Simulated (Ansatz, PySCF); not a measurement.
Species: InI₂, charge 0, multiplicity 2. It need not be the lowest isomer of its formula. 
Coordinates optimised at B3LYP-D3(BJ)/def2-TZVP (Ansatz, a quantum-chemistry and plane-wave program):
SMILES: [I][In][I]
```xyz
3

In     0.7797     0.3819     0.2539
I     -0.7476     1.6431    -1.6656
I      0.0268    -1.9962     1.4308
```
Charge 0, spin multiplicity 2.

Wanted: atomisation energy (electronic, to ground-state atoms), in kJ/mol. Valence correlation only, unless marked. UHF or UKS for open shells. Spin-orbit coupling is left out. Frozen are the shells of the preceding noble gas and the d and f shells that filled before the atom's block. In def2 rows, elements after Kr have scalar-relativistic effective core potentials. The coupled-cluster limit lacks core correlation, which all-electron functionals hold. CBS marks a two-point X^-3 extrapolation of the correlation energy; Hartree-Fock from the larger set. The bracket is a focal-point correction in the basis named.

```
level                                                                 program  atomisation energy (kJ/mol)
-------------------------------------------------------------  --------------  ---------------------------
HF-D3(BJ)/def2-TZVPD                                            PySCF + dftd3                        410.1
PBE-D4/def2-TZVPD                                              Ansatz + dftd4                            …
BLYP-D4/def2-TZVPD                                             Ansatz + dftd4                        468.2
r2SCANh-D4/def2-TZVPD                                          Ansatz + dftd4                        491.6
r2SCAN0/def2-TZVPD                                                     Ansatz                        480.5
HSE06-D4/def2-TZVPD                                            Ansatz + dftd4                        491.7
CAM-B3LYP-D4/def2-TZVPD                                        Ansatz + dftd4                        453.2
wB97M-V/def2-TZVPD                                                     Ansatz                            …
CCSD/def2-SVPD                                                         Ansatz                            …
RI-MP2/CBS(def2-TZVPPD,def2-QZVPPD)+[CCSD(T)-MP2]/def2-TZVPPD          Ansatz                            …
```

Question: Fill in the missing entries.

Answer: 
- PBE-D4/def2-TZVPD, atomisation energy (kJ/mol): 502.4
- wB97M-V/def2-TZVPD, atomisation energy (kJ/mol): 455.7
- CCSD/def2-SVPD, atomisation energy (kJ/mol): 413.6
- RI-MP2/CBS(def2-TZVPPD,def2-QZVPPD)+[CCSD(T)-MP2]/def2-TZVPPD, atomisation energy (kJ/mol): 481.4
